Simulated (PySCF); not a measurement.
CClF₂NOSi. Atoms are numbered in the order given.

```xyz
7

O      0.4257     3.4553     0.0000
C      0.1546     2.3223     0.0000
N     -0.1363     1.1553     0.0000
Si    -0.3697    -0.5105     0.0000
F     -1.2183    -0.9325     1.2905
F     -1.2183    -0.9325    -1.2905
Cl     1.3956    -1.5136     0.0000
```
Charge 0, spin multiplicity 1.

Geometry optimised at B3LYP-D3(BJ)/def2-SVP. This is a generated structure with no PubChem entry under its InChIKey; it may be hypothetical. Other conformers were not sampled.

Calculation: SMD-B3LYP/6-31G* in PySCF.

Solvation free energies are E(SMD) − E(gas) at the gas-phase geometry, for 1 M in both phases. In vacuum the dipole moment is 0.32 D.

Question: Rank water, methanol, benzene by solvation free energy, most negative first.

Answer: benzene (-2.0 kcal/mol), methanol (0.6 kcal/mol), water (3.4 kcal/mol)
